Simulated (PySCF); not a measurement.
silanone (H₂OSi), SMILES O=[SiH2].

The structure is a stationary point at B3LYP-D3(BJ)/def2-TZVP.

Two levels are set side by side: PBE/def2-TZVPD (PySCF) and ωB97X/def2-TZVPD (PySCF). Same geometry, gas phase. Differences are taken from unrounded values.

```
quantity                      ωB97X    PBE  PBE minus ωB97X
---------------------------  ------  -----  ---------------
orbital gap (eV)              10.56   3.62            -6.94
highest occupied level (eV)  -10.73  -6.81             3.92
lowest empty level (eV)       -0.17  -3.19            -3.02
dipole moment (D)              3.95   3.49            -0.47
mean polarisability (bohr³)    30.1   32.0              1.9
```

PBE's occupied levels lie high since its potential decays too fast outside the molecule; exact exchange lowers them and widens the gap. PBE's more diffuse valence density responds more strongly to a field. Differences between two approximate levels are no errors against the true value.

Rough cost on one machine, each run with all the roots and properties that it gave: ωB97X against PBE within a factor of 2.
